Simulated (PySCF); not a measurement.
CH3Cl2Si, SMILES C[Si](Cl)Cl, multiplicity 2.

The structure is a stationary point at PBE0-D3(BJ)/def2-SVP. The isomer is the one that the SMILES or the coordinates give; other isomers of the formula were not compared.

Calculation: SMD-PBE0/def2-SVP run with PySCF.

Solvation free energies are E(SMD) − E(gas) at the gas-phase geometry, for 1 M in both phases. In vacuum the dipole moment is 2.13 D.

```
solvent        ΔG(solv) (kcal/mol)  its non-electrostatic (CDS) part  dipole (D)
-------------  -------------------  --------------------------------  ----------
water                         -0.4                               2.2        2.80
chlorobenzene                 -4.1                              -2.1        2.64
diethylether                  -4.1                              -2.3        2.58
```
